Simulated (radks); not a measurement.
Valence configurations of the indium ion In+ (all share [Kr]). Calculated with a radial shooting solver on a logarithmic mesh with Libxc functionals: non-relativistic Kohn-Sham, PBE, spin-polarised, spherical densities, point nucleus; open shells are filled with parallel spins first (spin-orbit coupling, left out, can overturn this in heavy ions); relativity is left out, which matters for an element this heavy. Energies are relative to 4d10 5s2; eigenvalues in eV for spin up.

| valence | E (eV) | moment (Bohr magnetons) | e(4d) | e(5p) | e(5s) |
|---|---|---|---|---|---|
| 4d10 5s2 | 0.000 | 0 | -27.172 | - | -14.230 |
| 4d10 5s1.5 5p0.5 | 2.694 | 1 | -27.919 | -9.182 | -15.036 |
| 4d10 5s1 5p1 | 5.036 | 2 | -28.585 | -9.772 | -15.734 |
| 4d9.5 5s2 5p0.5 | 9.788 | 1 | -30.461 | -9.557 | -15.675 |
| 4d9.5 5s1.5 5p1 | 12.420 | 2 | -31.128 | -10.180 | -16.389 |
| 4d9 5s2 5p1 | 20.456 | 2 | -33.704 | -10.557 | -17.021 |
| 4d8 5s2 5p2 | 44.451 | 4 | -40.102 | -12.370 | -19.492 |
| 4d8 5s1 5p3 | 49.025 | 6 | -41.071 | -13.212 | -20.501 |
| 4d7.5 5s1.5 5p3 | 60.154 | 6 | -43.743 | -13.625 | -21.137 |
| 4d7 5s2 5p3 | 71.985 | 6 | -46.440 | -14.017 | -21.758 |

NIST lists [Kr] 4d10 5s2 as the ground configuration; this level of theory agrees among the configurations tried. The energies are those of spherical high-spin densities, not of single terms. Relativity is left out, which favours d and f over s occupation in heavy atoms.
